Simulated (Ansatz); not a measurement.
Geometry optimisation, RKS LDA/def2-SVP (Ansatz).

input.yaml

```yaml
crystal:
  periodic: [false, false, false]
  atoms:
    - { symbol: B, position_ang: [0.0, 0.0, 0.0] }
    - { symbol: O, position_ang: [0.0, 0.0, 1.76] }
    - { symbol: H, position_ang: [-0.9095, -0.2814, 2.0971] }
    - { symbol: C, position_ang: [1.3856, 0.0, -0.8] }
    - { symbol: H, position_ang: [1.7152, -1.0462, -0.9702] }
    - { symbol: H, position_ang: [1.2491, 0.508, -1.7774] }
    - { symbol: H, position_ang: [2.1552, 0.5381, -0.2082] }
    - { symbol: F, position_ang: [-1.1431, 0.0, -0.66] }
    - { symbol: Br, position_ang: [0.1049, 2.2181, 0.7379] }
    - { symbol: H, position_ang: [0.0529, 1.119, 1.7348] }
basis:
  gaussian: { orbitals: def2-SVP }
hamiltonian:
  xc: lda
relax:
  f_tol: 0.15
  max_steps: 25
  restrain:
    - { distance: [0, 8], at: 2.04, k: 30.0 }
    - { distance: [9, 1], at: 1.01, k: 30.0 }
    - { distance: [0, 1], at: 2.61, k: 30.0 }
    - { distance: [9, 8], at: 2.75, k: 30.0 }
output:
  orbitals: {}
```

Run as:

```bash
$ ansatz run input.yaml --threads 4 --pin off --max-ram 5120MiB --backend cpu --events-out ev --progress --plain --runs-dir out
```

Task: Where does it end, and by what steps?

Result: It converged. The restraints hold the end off the free minimum; the threshold counts their pulls, which the force column leaves out. Restrained pairs: B1–Br9 (2.34 → 2.01 Å), O2–H10 (1.12 → 0.99 Å), B1–O2 (1.76 → 2.59 Å), Br9–H10 (1.48 → 2.75 Å). After 8 steps the energy has fallen by 1.362 eV (the restraints' own energy left out); B1 moved furthest, 0.70 Å.

| step | energy less start (eV) | largest force component (eV/Å) | accepted |
| --- | --- | --- | --- |
| 0 | 0.0000 | 4.791 | yes |
| 1 | -0.7774 | 3.042 | yes |
| 2 | -0.9081 | 2.869 | yes |
| 3 | -1.0798 | 1.562 | yes |
| 4 | -1.1664 | 1.810 | yes |
| 5 | -1.3025 | 1.058 | yes |
| 6 | -1.3371 | 0.919 | yes |
| 7 | -1.3503 | 0.914 | yes |
| 8 | -1.3624 | 0.924 | yes |

```xyz
10
Properties=species:S:1:pos:R:3
B 0.035 0.597 -0.363
O 0.084 -0.176 2.113
H -0.852 -0.450 2.019
C 1.391 0.044 -0.843
H 1.406 -1.065 -0.843
H 1.563 0.389 -1.889
H 2.234 0.428 -0.236
F -1.115 -0.032 -0.517
Br -0.147 2.526 0.173
H 0.011 0.796 2.301
```

Run time: 8.1 s on 4 threads of Arm Neoverse V2 (shared host), peak memory 0.18 GiB.
